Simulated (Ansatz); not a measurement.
Ansatz (a program for electronic structure) input (CCSD(T)/6-31G):

Ansatz 0.2 input:
```yaml
crystal:
  periodic: [false, false, false]
  atoms:
    - {symbol: C, position_ang: [2.82173425, -0.00403984, -0.35676528]}
    - {symbol: C, position_ang: [1.29496453, -0.03229472, -0.50883510]}
    - {symbol: C, position_ang: [0.60144329, 0.88422089, 0.47451730]}
    - {symbol: C, position_ang: [-0.62954925, 0.55061363, 0.90514646]}
    - {symbol: C, position_ang: [-1.50154288, -0.63717286, 0.51700118]}
    - {symbol: C, position_ang: [-2.48121067, -0.31646685, -0.62167500]}
    - {symbol: H, position_ang: [3.10658394, -0.35383324, 0.64048544]}
    - {symbol: H, position_ang: [3.32903952, -0.63583375, -1.10035365]}
    - {symbol: H, position_ang: [3.18486921, 1.02315842, -0.44832088]}
    - {symbol: H, position_ang: [1.05594735, 0.31076333, -1.52835414]}
    - {symbol: H, position_ang: [0.98195593, -1.10072964, -0.48062524]}
    - {symbol: H, position_ang: [-1.14542284, 1.21853685, 1.61071422]}
    - {symbol: H, position_ang: [-2.08475489, -0.98075615, 1.38516499]}
    - {symbol: H, position_ang: [-0.88154159, -1.48594694, 0.20875069]}
    - {symbol: H, position_ang: [-3.12732053, 0.52327784, -0.34670616]}
    - {symbol: H, position_ang: [-1.92923204, -0.01925344, -1.51632898]}
    - {symbol: H, position_ang: [-3.12515975, -1.16854484, -0.88076352]}
basis:
  gaussian:
    orbitals: 6-31G
total_charge: -1
magnetization: {spin_polarized: false}
correlation: {method: ccsd_t, electrons: outside_noble_gas}
```

End of the output:

```
integrals: 0.09 GiB planned
1114 factors; integrals over basis functions are off by at most 2.1e-4 eV
0.34 GiB of device memory are held for the factors and their scratch space
mean field: 0.31 GiB planned
mean field evaluation 1: about -6347.9234 eV, gradient 2.8e1 eV
mean field evaluation 2: about -6347.9211 eV, gradient 2.8e1 eV
mean field evaluation 4: about -6350.6613 eV, gradient 4.0e0 eV
mean field evaluation 8: about -6350.7220 eV, gradient 1.1e-4 eV
mean field evaluation 16: about -6350.6670 eV, gradient 4.0e0 eV
mean field evaluation 32: about -6350.7216 eV, gradient 3.3e-6 eV
mean field -6350.72156057 eV, -233.3847126773 hartree, gradient 1.4e-6 eV, S^2 0.000000; 1 other end points of the search recorded, 0 dependent functions left out
6 core orbitals not correlated
reference -6350.72156057 eV, -233.3847126773 hartree; 18, 18 occupied and 52, 52 virtual orbitals, 1114 factors
second order -14.87858518 eV of doubles, -0.00000000 eV of singles
coupled cluster: 0.68 GiB planned
cycle   1  -16.01116485 eV  change    -1.1e0 eV  update   1.0e-1
cycle   2  -16.62683782 eV  change   -6.2e-1 eV  update   3.7e-2
cycle   3  -16.75139885 eV  change   -1.2e-1 eV  update   1.6e-2
cycle   4  -16.75505311 eV  change   -3.7e-3 eV  update   5.5e-3
cycle   5  -16.75343085 eV  change    1.6e-3 eV  update   2.3e-3
cycle   6  -16.75231463 eV  change    1.1e-3 eV  update   8.5e-4
cycle   7  -16.75181626 eV  change    5.0e-4 eV  update   3.2e-4
cycle   8  -16.75175937 eV  change    5.7e-5 eV  update   1.4e-4
cycle   9  -16.75176787 eV  change   -8.5e-6 eV  update   5.7e-5
cycle  10  -16.75175302 eV  change    1.5e-5 eV  update   2.8e-5
perturbative correction -0.47608731 eV, -0.0174958858 hartree
Total energy: -6367.94940089 eV, -234.0178241316 hartree
```

It need not be the lowest isomer of its formula. Whether it binds its extra electron was not tested at this geometry.
